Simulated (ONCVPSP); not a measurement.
An all-electron radial function and its pseudo partner (aluminium)

Columns: radius, all-electron u(r) and pseudo u(r) of the 3p shell (level -2.78 eV) of aluminium in the configuration [Ne] 3s2 3p1; LDA (Perdew-Wang 92), scalar-relativistic, ONCV scheme, ONCVPSP 4.0.1.

| r (bohr) | all-electron | pseudo |
| --- | --- | --- |
| 0.145 | -0.1203 | 0.0053 |
| 0.290 | -0.2103 | 0.0211 |
| 0.435 | -0.2069 | 0.0464 |
| 0.580 | -0.1463 | 0.0803 |
| 0.725 | -0.0598 | 0.1212 |
| 0.870 | 0.0343 | 0.1673 |
| 1.015 | 0.1259 | 0.2165 |
| 1.160 | 0.2101 | 0.2670 |
| 1.305 | 0.2847 | 0.3167 |
| 1.450 | 0.3489 | 0.3641 |
| 1.595 | 0.4030 | 0.4076 |
| 1.740 | 0.4475 | 0.4463 |
| 1.885 | 0.4829 | 0.4792 |
| 2.030 | 0.5102 | 0.5061 |
| 2.175 | 0.5301 | 0.5267 |
| 2.320 | 0.5435 | 0.5413 |
| 2.465 | 0.5513 | 0.5501 |
| 2.610 | 0.5542 | 0.5538 |
| 2.755 | 0.5529 | 0.5529 |
| 2.900 | 0.5482 | 0.5482 |
| 3.045 | 0.5406 | 0.5406 |
| 3.190 | 0.5305 | 0.5305 |
| 3.335 | 0.5185 | 0.5185 |
| 3.480 | 0.5050 | 0.5050 |
| 3.625 | 0.4902 | 0.4902 |
| 3.770 | 0.4746 | 0.4746 |

Task: How many radial nodes do the two functions have?

Result: The all-electron 3p function has n − l − 1 = 1; the pseudo-wave has 0, since the states of the same l below it are removed with the core.

Task: At about which radius was the pseudo-wave matched?

Result: 2.90 bohr. The columns agree to 0.0005 from 2.61 bohr on; several derivatives are matched, so the curves merge somewhat inside the radius.

Task: Is the pseudo-wave norm-conserving?

Result: Yes: the ONCV scheme keeps the norm inside the radius equal to the all-electron one, which fixes the energy derivative of the logarithmic derivative at the level.
